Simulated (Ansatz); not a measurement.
Steps of a relaxation of C$_{3}$H$_{8}$SSi, SMILES `C=CC([SiH3])S` with RKS PBE0-D4/def2-TZVP.

```sh
$ ansatz run in.yaml --threads 4 --pin off --events-out ev --progress --plain --max-ram 10444MiB
```

```yaml
crystal:
  periodic: [false, false, false]
  atoms:
    - {symbol: C, position_ang: [-1.154496, -0.229018, 1.774369]}
    - {symbol: C, position_ang: [-0.761201, -0.498810, 0.514590]}
    - {symbol: C, position_ang: [-0.014680, 0.449936, -0.369324]}
    - {symbol: Si, position_ang: [1.753102, -0.197724, -0.746085]}
    - {symbol: S, position_ang: [-0.860661, 0.696875, -1.992434]}
    - {symbol: H, position_ang: [-0.950237, 0.747206, 2.246047]}
    - {symbol: H, position_ang: [-1.691499, -0.976133, 2.379143]}
    - {symbol: H, position_ang: [-0.992758, -1.482920, 0.066302]}
    - {symbol: H, position_ang: [0.114678, 1.435373, 0.129537]}
    - {symbol: H, position_ang: [2.496867, -0.329922, 0.553093]}
    - {symbol: H, position_ang: [1.668834, -1.538142, -1.421209]}
    - {symbol: H, position_ang: [2.466034, 0.775981, -1.643456]}
    - {symbol: H, position_ang: [-2.053682, 1.112798, -1.475673]}
basis:
  gaussian: {orbitals: def2-TZVP}
hamiltonian: {xc: pbe0, dispersion: d4}
relax: {f_tol: 0.005, max_steps: 150}
```

Positions (Å) and forces (eV/Å) along the path, 10 of 10 steps:

```xyz
13
step=1 energy=-21944.4571 eV
C    -1.154   -0.229    1.774    0.174   -0.074   -0.496
C    -0.761   -0.499    0.515   -0.305   -0.099    0.549
C    -0.015    0.450   -0.369    0.075    0.205   -0.006
Si    1.753   -0.198   -0.746   -0.064    0.008    0.005
S    -0.861    0.697   -1.992   -0.210    0.103    0.717
H    -0.950    0.747    2.246   -0.109   -0.525   -0.272
H    -1.691   -0.976    2.379    0.309    0.400   -0.350
H    -0.993   -1.483    0.066    0.119    0.530    0.256
H     0.115    1.435    0.130   -0.116   -0.488   -0.262
H     2.497   -0.330    0.553   -0.168    0.035   -0.275
H     1.669   -1.538   -1.421    0.010    0.284    0.152
H     2.466    0.776   -1.643   -0.157   -0.214    0.189
H    -2.054    1.113   -1.476    0.441   -0.166   -0.208
13
step=2 energy=-21944.5148 eV
C    -1.144   -0.228    1.754    0.030   -0.006   -0.055
C    -0.759   -0.495    0.508   -0.015   -0.075    0.112
C    -0.010    0.451   -0.363   -0.045    0.089   -0.157
Si    1.742   -0.198   -0.739   -0.087    0.036    0.027
S    -0.854    0.703   -1.970   -0.049    0.042    0.290
H    -0.947    0.740    2.216   -0.022   -0.147   -0.062
H    -1.664   -0.970    2.356    0.055    0.120   -0.095
H    -0.985   -1.469    0.067    0.041    0.149    0.059
H     0.107    1.425    0.132   -0.013   -0.159   -0.063
H     2.476   -0.326    0.550   -0.033    0.010   -0.065
H     1.653   -1.529   -1.402   -0.005    0.067    0.042
H     2.449    0.762   -1.632   -0.032   -0.056    0.041
H    -2.043    1.099   -1.461    0.174   -0.069   -0.074
13
step=3 energy=-21944.5198 eV
C    -1.133   -0.230    1.749   -0.067    0.002    0.020
C    -0.747   -0.497    0.508   -0.067    0.014   -0.041
C    -0.010    0.453   -0.364    0.065    0.003   -0.100
Si    1.734   -0.193   -0.736   -0.014    0.005    0.002
S    -0.848    0.711   -1.960    0.025   -0.013    0.090
H    -0.921    0.726    2.215   -0.012    0.026    0.009
H    -1.689   -0.953    2.333    0.066   -0.025    0.030
H    -0.981   -1.461    0.063   -0.012   -0.020   -0.022
H     0.108    1.419    0.134    0.001    0.020    0.027
H     2.468   -0.316    0.547    0.010    0.006    0.014
H     1.639   -1.522   -1.389    0.000   -0.020   -0.002
H     2.441    0.756   -1.633    0.016    0.004   -0.018
H    -2.039    1.074   -1.453   -0.010   -0.003   -0.009
13
step=4 energy=-21944.5207 eV
C    -1.135   -0.240    1.751   -0.013    0.063   -0.046
C    -0.759   -0.495    0.504    0.070    0.086   -0.113
C    -0.009    0.459   -0.365   -0.082   -0.116    0.103
Si    1.731   -0.193   -0.734    0.058   -0.009    0.016
S    -0.836    0.727   -1.959   -0.011    0.000    0.002
H    -0.914    0.710    2.228   -0.009    0.006    0.004
H    -1.688   -0.967    2.331    0.025   -0.047    0.041
H    -1.002   -1.451    0.049   -0.014   -0.023   -0.023
H     0.108    1.419    0.144    0.023    0.050    0.026
H     2.488   -0.270    0.541   -0.020   -0.023    0.017
H     1.638   -1.538   -1.356   -0.009   -0.017    0.020
H     2.434    0.730   -1.659    0.002    0.029   -0.044
H    -2.034    1.073   -1.460   -0.020    0.001   -0.003
13
step=5 energy=-21944.5227 eV
C    -1.138   -0.237    1.744    0.031   -0.017    0.025
C    -0.758   -0.491    0.498    0.044    0.034   -0.052
C    -0.008    0.463   -0.365   -0.071   -0.025    0.038
Si    1.732   -0.192   -0.732    0.004   -0.040    0.014
S    -0.837    0.735   -1.957    0.006    0.008   -0.035
H    -0.925    0.715    2.219   -0.005    0.013    0.006
H    -1.660   -0.979    2.334   -0.022    0.008   -0.004
H    -0.994   -1.450    0.042    0.004   -0.023   -0.010
H     0.111    1.423    0.146    0.010    0.031    0.020
H     2.476   -0.278    0.550    0.006    0.013    0.002
H     1.629   -1.542   -1.340    0.003   -0.008   -0.004
H     2.432    0.726   -1.665    0.009    0.006   -0.008
H    -2.038    1.073   -1.458   -0.018    0.001    0.007
13
step=6 energy=-21944.5233 eV
C    -1.134   -0.241    1.743   -0.009   -0.004    0.000
C    -0.757   -0.490    0.495    0.030    0.007   -0.014
C    -0.009    0.467   -0.365   -0.042    0.000    0.027
Si    1.731   -0.194   -0.730    0.008   -0.015    0.003
S    -0.838    0.744   -1.957    0.001    0.009   -0.016
H    -0.927    0.712    2.219    0.006   -0.008    0.002
H    -1.661   -0.984    2.331   -0.001    0.010   -0.006
H    -0.992   -1.448    0.036    0.004   -0.001    0.002
H     0.113    1.425    0.150    0.005    0.000    0.000
H     2.479   -0.265    0.550   -0.002    0.005   -0.005
H     1.627   -1.550   -1.327   -0.001    0.005    0.006
H     2.430    0.715   -1.674    0.001   -0.005   -0.001
H    -2.042    1.073   -1.457   -0.001   -0.004    0.003
13
step=7 energy=-21944.5238 eV
C    -1.132   -0.248    1.740   -0.003    0.001   -0.014
C    -0.758   -0.487    0.488    0.009   -0.003    0.007
C    -0.009    0.476   -0.364   -0.001    0.009    0.032
Si    1.728   -0.195   -0.727    0.020    0.001   -0.009
S    -0.834    0.764   -1.955   -0.013    0.009   -0.004
H    -0.921    0.701    2.224   -0.001   -0.011   -0.007
H    -1.660   -0.993    2.322    0.004    0.002   -0.002
H    -0.992   -1.443    0.023   -0.003    0.014    0.008
H     0.115    1.430    0.159   -0.002   -0.018   -0.017
H     2.484   -0.235    0.551   -0.010   -0.003   -0.014
H     1.620   -1.564   -1.294   -0.002    0.019    0.014
H     2.426    0.692   -1.696   -0.011   -0.013    0.009
H    -2.046    1.069   -1.456    0.013   -0.006   -0.003
13
step=8 energy=-21944.5240 eV
C    -1.131   -0.253    1.737   -0.008    0.006   -0.012
C    -0.757   -0.485    0.485    0.000    0.003    0.000
C    -0.009    0.481   -0.362    0.011    0.003    0.030
Si    1.727   -0.194   -0.726    0.017   -0.004   -0.011
S    -0.831    0.778   -1.953   -0.016    0.006   -0.004
H    -0.920    0.693    2.227    0.005   -0.007   -0.003
H    -1.660   -1.001    2.315    0.001   -0.004    0.001
H    -0.994   -1.437    0.014    0.001    0.006    0.007
H     0.117    1.432    0.166   -0.005   -0.010   -0.012
H     2.490   -0.216    0.549   -0.008   -0.002   -0.013
H     1.613   -1.572   -1.269    0.000    0.018    0.010
H     2.421    0.675   -1.712   -0.012   -0.011    0.012
H    -2.047    1.064   -1.455    0.013   -0.004   -0.005
13
step=9 energy=-21944.5241 eV
C    -1.132   -0.255    1.736    0.005   -0.002    0.003
C    -0.758   -0.484    0.483   -0.001    0.003   -0.001
C    -0.008    0.484   -0.361    0.011   -0.005    0.015
Si    1.727   -0.194   -0.725    0.008    0.000   -0.008
S    -0.828    0.785   -1.952   -0.011    0.003   -0.004
H    -0.917    0.688    2.230   -0.003    0.001   -0.002
H    -1.661   -1.004    2.311   -0.001   -0.002    0.000
H    -0.995   -1.434    0.009   -0.003    0.002    0.001
H     0.118    1.434    0.169   -0.003   -0.001   -0.003
H     2.495   -0.206    0.547   -0.003   -0.001   -0.006
H     1.610   -1.576   -1.255    0.000    0.009    0.004
H     2.416    0.667   -1.721   -0.005   -0.006    0.006
H    -2.047    1.061   -1.456    0.008   -0.002   -0.004
13
step=10 energy=-21944.5242 eV
C    -1.133   -0.256    1.736   -0.001    0.001    0.002
C    -0.758   -0.484    0.483   -0.001    0.003   -0.002
C    -0.006    0.485   -0.359    0.004   -0.004    0.003
Si    1.728   -0.193   -0.725   -0.002   -0.001    0.000
S    -0.826    0.785   -1.952   -0.005    0.001   -0.003
H    -0.919    0.687    2.230    0.001    0.001    0.001
H    -1.664   -1.005    2.310    0.000   -0.001   -0.001
H    -0.996   -1.433    0.008    0.001   -0.003    0.000
H     0.118    1.434    0.170    0.000    0.003    0.002
H     2.498   -0.203    0.544    0.001    0.001    0.000
H     1.610   -1.576   -1.251    0.001    0.000   -0.001
H     2.414    0.665   -1.725    0.000    0.000    0.000
H    -2.045    1.060   -1.455    0.002    0.000   -0.001
```

It took 22 s on 4 threads of an Intel Xeon 6975P-C on a shared host, with 0.64 GiB of host memory at the peak.
